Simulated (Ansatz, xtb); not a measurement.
**Isomers of CH3AlCa in order of energy**

4 gas-phase structures of CH3AlCa, found in a search over its isomers (lower ones may exist). Each was relaxed with GFN2-xTB:

A. `[CH2]1[AlH][Ca]1`, a singlet
B. a singlet given by its coordinates
C. a singlet given by its coordinates
D. `[CH3][Ca][Al]`, a triplet

B (Å):

```xyz
6

C     2.8717    1.0610    0.5757
Al    2.0868    0.4469    2.3827
Ca    3.5844   -1.8753    1.7867
H     2.5768    2.0653    0.2330
H     2.5926    0.3786   -0.2557
H     3.9826    1.0787    0.5995
```

Close contacts (Å): C1–Al2 2.06, Al2–Ca3 2.83, C1–H4 1.10, C1–H5 1.11, C1–H6 1.11.

C (Å):

```xyz
6

C     0.5003   -0.0376   -1.7625
Al   -0.9522    0.3097   -2.9503
Ca   -0.1686   -2.3255   -1.9052
H     1.4942   -0.2090   -2.2430
H     0.6739    0.4097   -0.7735
H    -0.0672   -3.5067   -3.3123
```

Close contacts (Å): C1–Al2 1.91, C1–Ca3 2.39, Al2–Ca3 2.94, C1–H4 1.12, C1–H5 1.10, Ca3–H6 1.84.

Problem. Which do you expect lowest at r2SCAN-D4/def2-SVP, and how would the others follow?

Solution. Calculated order at r2SCAN-D4/def2-SVP: B (0.0), C (2.1), A (3.4), D (6.9) kcal/mol.

Energies above the lowest of each column, in kcal/mol (a dash: not run or not comparable):

```csv
structure,GFN2-xTB,HF/STO-3G,r2SCAN-D4/def2-SVP
B,9.1,0.0,0.0
C,3.0,76.2,2.1
A,0.0,74.8,3.4
D,–,58.6,6.9
```

r2SCAN-D4/def2-SVP puts B lowest; GFN2-xTB picks A. No reliable frequencies are at hand for these structures. GFN2-xTB has no spin polarisation and isn't compared across spin states. Open shells are spin-unrestricted.

Programs: Ansatz 0.2.0, xtb 6.7.1.
